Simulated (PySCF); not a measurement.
Simulation results for AlGeH3N

Computed with PySCF 2.14.0. Calculation on a computer-drawn molecule: the log of a Hartree-Fock and frozen-core CCSD(T) single point meant for a local Hartree-Fock minimum, with one planted fault or none, to be diagnosed. Offsets are logged minus clean, where the clean run is the same molecule without the fault. The reference is restricted for singlets and unrestricted otherwise, and also for a bond in bohr or an excited solution. Adding or removing an electron swaps singlet and doublet. The excited solution moves the top pair (singlet) or top alpha electron (doublet) to the lowest empty orbital. Highest occupied and lowest empty are orbital energies over both spins, largest force is the largest gradient component, triples share is (T) over the correlation energy, the T1 limit is 0.02 restricted and 0.045 unrestricted, electrons count all cores, a negative frequency is imaginary (commonest isotopes), and the dipole is about the centre of nuclear charge; on germanium a core potential holds 10 electrons, which the energies leave out, and 3d is frozen in MP2 and coupled-cluster steps.

AlGeH3N

Logged structure:
```xyz
6
AlGeH3N
N      0.4847     1.6638    -1.4692
Ge    -0.4668     1.8224    -0.1088
Al    -1.6314    -0.2353     0.8414
H      0.5865     0.7561    -1.8978
H     -0.7257     3.0966     0.6527
H     -2.2890    -1.5574     1.3276
```

```
meant charge                                : 1
meant multiplicity                          : 1
meant basis                                 : cc-pV(D+d)Z
meant basis and core potential on germanium : cc-pVDZ-PP ECP10MDF
logged electrons                            : 54
logged basis functions                      : 75
logged SCF converged                        : yes
logged spin squared                         : 0
logged highest occupied                     : -10.189 eV
logged lowest empty                         : -9.4588 eV
logged largest force                        : 0.239 hartree/bohr
logged CC converged                         : no
logged dipole magnitude                     : 3.0078 debye
logged SCF stable within its kind           : no
logged energy HF                            : -590.81985 hartree
possible faults                             : no fault, one electron removed, one electron added, multiplicity raised by two, geometry at a saddle point, SCF held on an excited solution, minimal basis STO-3G, one bond length entered in bohr, all coordinates scaled
planted fault                               : SCF held on an excited solution
HF energy offset from clean run             : 207.3 kcal/mol
```

Drawn bonds:
```csv
atom,other atom,order
1,2,2
2,3,1
1,4,1
2,5,1
3,6,1
```

Notes: CCSD not converged.
